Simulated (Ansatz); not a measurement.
Cost and result for the atomization energy of CH9NSi2, SMILES `C[SiH2]N[SiH3]` (13 atoms, 12 bonds).

```json
{"atom": "C1", "x (Å)": "-0.5442", "y (Å)": "0.8075", "z (Å)": "1.9620"}
{"atom": "Si2", "x (Å)": "-0.7487", "y (Å)": "0.7119", "z (Å)": "0.1103"}
{"atom": "N3", "x (Å)": "0.6660", "y (Å)": "0.1206", "z (Å)": "-0.6902"}
{"atom": "Si4", "x (Å)": "0.8602", "y (Å)": "-1.3421", "z (Å)": "-1.5810"}
{"atom": "H5", "x (Å)": "-1.4546", "y (Å)": "1.1919", "z (Å)": "2.4304"}
{"atom": "H6", "x (Å)": "-0.3312", "y (Å)": "-0.1783", "z (Å)": "2.3821"}
{"atom": "H7", "x (Å)": "0.2778", "y (Å)": "1.4761", "z (Å)": "2.2314"}
{"atom": "H8", "x (Å)": "-1.0949", "y (Å)": "2.0717", "z (Å)": "-0.3950"}
{"atom": "H9", "x (Å)": "-1.8476", "y (Å)": "-0.2261", "z (Å)": "-0.2421"}
{"atom": "H10", "x (Å)": "1.4637", "y (Å)": "0.7411", "z (Å)": "-0.6939"}
{"atom": "H11", "x (Å)": "-0.1878", "y (Å)": "-2.2949", "z (Å)": "-1.1358"}
{"atom": "H12", "x (Å)": "2.2086", "y (Å)": "-1.9178", "z (Å)": "-1.3229"}
{"atom": "H13", "x (Å)": "0.7326", "y (Å)": "-1.1616", "z (Å)": "-3.0552"}
```

Total charge 0; spin multiplicity 1. The geometry is a stationary point of PBE0-D4/def2-TZVP. It is one conformer, not always the lowest. Program: Ansatz. All runs use 4 threads of a server CPU on a shared host. Times are those of one run each, without the atoms' runs, and a repeat can differ threefold. Electronic energies, without spin–orbit coupling; frozen cores. CCSD(T)/CBS adds CCSD(T) − MP2 in def2-TZVPP to the MP2 limit, and its time is that of the two runs behind it. T1 = 0.010. B3LYP takes the VWN-RPA correlation (the form of Gaussian; ORCA's B3LYP/G).

CCSD(T)/CBS is a level of theory with its own doubt, some kJ/mol a heavy atom from the limit and from the frozen cores, so smaller differences don't rank the functionals.

```
                             level  functions  wall time  atomization (kcal/mol)  difference from CCSD(T)/CBS  per bond
            LDA (SPW92)/def2-TZVPP        272      1.6 s                  1161.3                        112.5       9.4
              revPBE-D4/def2-TZVPP        272      2.5 s                  1027.0                        -21.8      -1.8
   PBE-D4/def2-TZVPP (with forces)        272      3.1 s                  1044.0                         -4.8      -0.4
                PBE0-D4/def2-TZVPP        272      3.4 s                  1037.8                        -11.0      -0.9
           CAM-B3LYP-D4/def2-TZVPP        272      4.1 s                  1053.9                          5.1       0.4
                  CCSD(T)/def2-SVP        109      4.4 s                   978.9                        -69.9      -5.8
r2SCAN-D4/def2-TZVPP (with forces)        272        6 s                  1043.5                         -5.3      -0.4
 B3LYP-D4/def2-TZVPP (with forces)        272        6 s                  1049.4                          0.6       0.0
             r2SCANh-D4/def2-TZVPP        272      6.5 s                  1040.3                         -8.5      -0.7
               PBE-QIDH/def2-TZVPP        272      6.5 s                  1034.7                        -14.1      -1.2
                    MP2/def2-QZVPP        524       28 s                  1037.3                        -11.5      -1.0
                CCSD(T)/def2-TZVPP        272    2.6 min                  1021.5                        -27.3      -2.3
                 CCSD(T)/CBS(def2)          –      3 min                  1048.8                          0.0       0.0
```

In def2-TZVPP, CCSD(T) changes the Hartree–Fock value by +235.5 kcal/mol (the triples alone add +9.8 kcal/mol) and MP2 by +235.0 kcal/mol; breaking electron pairs costs correlation energy, which Hartree–Fock lacks. At CCSD(T), def2-SVP lies −69.9 kcal/mol from the extrapolated value and def2-TZVPP −27.3 kcal/mol: correlation converges slowly with the basis, and small sets miss more of it in the bonded molecule than in its fragments. The D4 term adds +10.0 kcal/mol with B3LYP and +5.3 kcal/mol with PBE0; it sums over pairs of atoms, weighted by their polarisabilities, and B3LYP, whose exchange is more repulsive, gets the larger term.
